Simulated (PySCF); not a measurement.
Consider `BrBr` (Br2). Non-hydrogen atoms are numbered in `[Br:1][Br:2]`.

Computed at ωB97X-D3(BJ)/ma-def2-TZVP // PBE0-D3(BJ)/def2-SVP with PySCF (density fitting, grid level 2). ωB97X-D3(BJ) is ωB97X-V with D3(BJ) in place of VV10. Zero-point and thermal terms (298.15 K, 1 bar) come from unscaled PBE0-D3(BJ)/def2-SVP harmonic frequencies, with soft modes damped to free rotors in the entropy.

(1) What are the vertical and the adiabatic ionisation energy for forming the radical cation?

(2) Where does the unpaired spin of the relaxed radical cation sit?

(3) What oxidation potential follows in DMF (IEF-PCM), given that Fc+/Fc comes at 4.54 V absolute with this functional and basis?

(4) How far is −ε(HOMO) from the vertical value by ΔSCF?

## Answers

(1) 10.85 eV vertical and 10.71 eV adiabatic, the latter with zero-point energy.

(2) Br2 (bromine) 0.50, Br1 (bromine) 0.50 (intrinsic atomic orbital populations).

(3) In the gas phase ΔG of oxidation is 10.696 eV, and solvation is -4.4 kJ/mol for the parent and -260.3 kJ/mol for the product, so the absolute potential is 8.04 V, or 3.50 V against Fc+/Fc. Fc+/Fc in DMF, 4.54 V, is ωB97X-D3(BJ)/ma-def2-TZVP on PBE0-D3(BJ)/def2-SVP structures with GFN2-xTB thermal terms. Benchmark calculations put it near 5.0 V in acetonitrile and DMSO, so it is about 0.5 V low, and the value against it can read up to that much too high. The solvent is electrostatics only, on gas-phase structures; the absolute scale refers to an electron at rest in vacuum.

(4) −ε(HOMO) = 10.58 eV, which is 0.27 eV below the ΔSCF value.

Note: spin-orbit coupling is left out of the energies, which matters for open shells on the heavier atoms; atoms from Ga to Kr are treated without relativity.
